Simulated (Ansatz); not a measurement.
Reaction (redistribution): `CBO[SiH2]F` + `S=[CH][GeH3]` → `CBC=S` + `F[SiH2][O][GeH3]`

Gas-phase electronic energies from Ansatz, PBE0-D4/def2-TZVP geometries. CCSD(T)/CBS adds triple-zeta CCSD(T) − MP2 to the extrapolated MP2 energy (def2 sets, frozen cores). Functionals use def2-TZVPP. For Ge outer-core shells are correlated without core-valence functions, which leaves a few kJ/mol of doubt a bond. Scalar relativity is left out up to krypton. One conformer a species, not always the lowest.

```json
{"level": "PBE0-D4", "ΔE (kcal/mol)": "14.1"}
{"level": "CCSD(T)/def2-TZVPP", "ΔE (kcal/mol)": "15.6"}
{"level": "HF/def2-QZVPP", "ΔE (kcal/mol)": "17.2"}
{"level": "CCSD/CBS(def2)", "ΔE (kcal/mol)": "16.7"}
```

Task: What does CCSD(T)/CBS give? (Best estimate.)

Result: Ansatz gave: +15.9 kcal/mol. The listed levels differ from it by -1.8, -0.3, 1.3, 0.8 kcal/mol.

Largest T1 diagnostic among the species: 0.019.

In def2-TZVPP, CCSD(T) changes the Hartree–Fock value by −1.8 kcal/mol (the triples alone add −0.8 kcal/mol) and MP2 by −2.4 kcal/mol. From PBE to PBE0 (25 % exact exchange), in def2-TZVPP and without D4, ΔE moves by +1.0 kcal/mol.
